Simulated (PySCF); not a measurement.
Fractional electron number in Nb²⁺ (niobium, charge +2)

The 4d alpha orbital of [Kr] 4d3 is emptied in steps (occupation f), with all orbitals relaxed, ending at [Kr] 4d2. All numbers are calculated (PySCF 2.14, scalar relativity through the core potential, in def2-TZVPPD with the def2 core potential (28 electrons)). The exact energy is a straight line in f; departures are measured from the line between the end points of the same method.

Task: Among BHandHLYP, wB97X, MN15, which shows the largest delocalisation error (convex curve), and which is closest to linear?

Result: Most convex: MN15 (-0.767 eV at f = 0.4); closest to linear: wB97X (-0.330 eV).

```tsv
f	BHandHLYP (eV)	wB97X (eV)	MN15 (eV)
1	0.000	0.000	0.000
0.8	-0.391	-0.221	-0.513
0.6	-0.589	-0.331	-0.769
0.4	-0.591	-0.330	-0.767
0.2	-0.395	-0.218	-0.509
0	0.000	0.000	0.000
```

```csv
method,E(f=0) − E(f=1) (eV),−ε at f=1 (eV),−ε at f=0.4 (eV)
BHandHLYP,25.307,22.870,25.790
wB97X,25.062,23.683,25.346
MN15,25.129,21.930,25.780
```

Reference removal energy between the ground levels: 25.04 eV (semi-empirical (NIST evaluation); NIST Atomic Spectra Database, ionization energies). The calculation has no spin-orbit coupling. The determinant left behind need not be the lowest term of the ion.
